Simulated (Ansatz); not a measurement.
`N[SiH](F)Cl` + `N[SiH2]S` → `N[SiH2]S[SiH](N)Cl` + H–F  (ligand exchange at the Si–F bond)

Isolated molecules relaxed with PBE0-D4/def2-TZVP in Ansatz; ΔE leaves out vibrations. CBS: MP2 limit from def2 TZ/QZ plus the TZ coupled-cluster correction, frozen cores. This one scheme is used for every species. Functionals use def2-TZVPP. B3LYP here is the variant with VWN-RPA as its local correlation; programs differ in this. Each species was taken in one conformer, which may not be the lowest.

| level | ΔE (kJ/mol) |
| --- | --- |
| r2SCAN-D4 | 72.5 |
| B3LYP-D4 | 71.7 |
| B2PLYP | 85.9 |
| PBE | 72.2 |
| PBE0 | 73.3 |
| MP2/def2-TZVPP | 63.6 |
| MP2/def2-QZVPP | 63.2 |
| CCSD/CBS(def2) | 76.9 |

Task: What does CCSD(T)/CBS give? (Estimate.)

Result: Ansatz gave: +69.4 kJ/mol. The listed levels differ from it by 3.1, 2.3, 16.5, 2.8, 3.9, -5.8, -6.2, 7.5 kJ/mol.

Largest T1 diagnostic among the species: 0.011.

In def2-TZVPP, CCSD(T) changes the Hartree–Fock value by −38.9 kJ/mol (the triples alone add −7.5 kJ/mol) and MP2 by −47.5 kJ/mol. The D4 term adds −24.6 kJ/mol with B3LYP and −14.0 kJ/mol with PBE0; it sums over pairs of atoms, weighted by their polarisabilities, and B3LYP, whose exchange is more repulsive, gets the larger term.
